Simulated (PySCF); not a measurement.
## Radial density of Al⁺ (aluminium, charge +1)

UHF, [Ne] 3s2, closed-shell 1S. Calculation: PySCF 2.14, in 6-31G* (4s3p1d, 18 functions); no relativity, point nucleus.

| r (bohr) | 4πr²ρ (e/bohr) |
| --- | --- |
| 0.00228 | 0.08455 |
| 0.00383 | 0.2333 |
| 0.00644 | 0.6213 |
| 0.0108 | 1.560 |
| 0.0182 | 3.654 |
| 0.0307 | 7.486 |
| 0.0516 | 12.43 |
| 0.0867 | 14.52 |
| 0.146 | 10.71 |
| 0.245 | 8.734 |
| 0.413 | 12.59 |
| 0.694 | 8.805 |
| 1.17 | 1.977 |
| 1.96 | 1.023 |
| 3.30 | 0.4251 |
| 5.56 | 0.01876 |
| 9.35 | 5.861e-05 |
